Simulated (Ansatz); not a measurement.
Geometry optimisation, Ansatz, RKS PBE0-D4/def2-SVP.

Input:

```yaml
crystal:
  periodic: [false, false, false]
  atoms:
    - { symbol: F, position_ang: [-1.6495, -1.4284, 1.5897] }
    - { symbol: C, position_ang: [-0.6726, -0.7819, 0.9687] }
    - { symbol: "N", position_ang: [-0.9645, -0.1216, -0.1158] }
    - { symbol: Si, position_ang: [0.5124, 0.6464, -0.8459] }
    - { symbol: H, position_ang: [0.3275, -0.9014, 1.4228] }
    - { symbol: H, position_ang: [0.013, 1.3736, -2.0637] }
    - { symbol: H, position_ang: [1.0619, 1.5618, 0.154] }
    - { symbol: H, position_ang: [1.4639, -0.4055, -1.1658] }
basis:
  gaussian: { orbitals: def2-SVP }
hamiltonian:
  xc: pbe0
  dispersion: d4
relax:
  f_tol: 0.02
  max_steps: 50
output:
  orbitals: {}
```

Launched with:

```bash
$ ansatz run input.yaml --threads 1 --pin off --max-ram 2048MiB --backend cpu --events-out ev --progress --plain --runs-dir out
```

Question: Where does it end, and by what steps?

Answer: The forces met the threshold. The force dipped under the threshold on the way, but the program's further checks kept it going. After 18 steps the energy has fallen by 0.364 eV; H5 moved furthest, 0.93 Å.

```json
{"step": "0", "energy less start (eV)": "0.0000", "largest force component (eV/Å)": "3.477", "accepted": "yes"}
{"step": "1", "energy less start (eV)": "-0.1497", "largest force component (eV/Å)": "1.815", "accepted": "yes"}
{"step": "2", "energy less start (eV)": "-0.2535", "largest force component (eV/Å)": "0.696", "accepted": "yes"}
{"step": "3", "energy less start (eV)": "-0.2810", "largest force component (eV/Å)": "0.305", "accepted": "yes"}
{"step": "4", "energy less start (eV)": "-0.2961", "largest force component (eV/Å)": "0.131", "accepted": "yes"}
{"step": "5", "energy less start (eV)": "-0.3034", "largest force component (eV/Å)": "0.118", "accepted": "yes"}
{"step": "6", "energy less start (eV)": "-0.3037", "largest force component (eV/Å)": "0.046", "accepted": "yes"}
{"step": "7", "energy less start (eV)": "-0.3038", "largest force component (eV/Å)": "0.037", "accepted": "yes"}
{"step": "8", "energy less start (eV)": "-0.3039", "largest force component (eV/Å)": "0.009", "accepted": "yes"}
{"step": "9", "energy less start (eV)": "-0.3040", "largest force component (eV/Å)": "0.020", "accepted": "yes"}
{"step": "10", "energy less start (eV)": "-0.3042", "largest force component (eV/Å)": "0.203", "accepted": "yes"}
{"step": "11", "energy less start (eV)": "-0.3067", "largest force component (eV/Å)": "0.190", "accepted": "yes"}
{"step": "12", "energy less start (eV)": "-0.3131", "largest force component (eV/Å)": "0.449", "accepted": "yes"}
{"step": "13", "energy less start (eV)": "-0.3417", "largest force component (eV/Å)": "0.130", "accepted": "yes"}
{"step": "14", "energy less start (eV)": "-0.3571", "largest force component (eV/Å)": "0.122", "accepted": "yes"}
{"step": "15", "energy less start (eV)": "-0.3415", "largest force component (eV/Å)": "0.374", "accepted": "no"}
{"step": "16", "energy less start (eV)": "-0.3599", "largest force component (eV/Å)": "0.076", "accepted": "yes"}
{"step": "17", "energy less start (eV)": "-0.3630", "largest force component (eV/Å)": "0.183", "accepted": "yes"}
{"step": "18", "energy less start (eV)": "-0.3640", "largest force component (eV/Å)": "0.013", "accepted": "yes"}
```

```xyz
8
Properties=species:S:1:pos:R:3
F -1.632 -1.639 1.464
C -0.735 -0.764 1.027
N -0.568 -0.547 -0.183
Si 0.570 0.566 -0.900
H -0.216 -0.312 1.894
H -0.191 1.544 -1.726
H 1.365 1.306 0.136
H 1.498 -0.211 -1.768
```

Whether the end is a true minimum wasn't checked by a vibrational analysis.

The run took 110 s on 1 thread of Intel(R) Xeon(R) Processor @ 2.50GHz (Skylake/Cascade Lake) (shared host), peak memory 0.16 GiB.
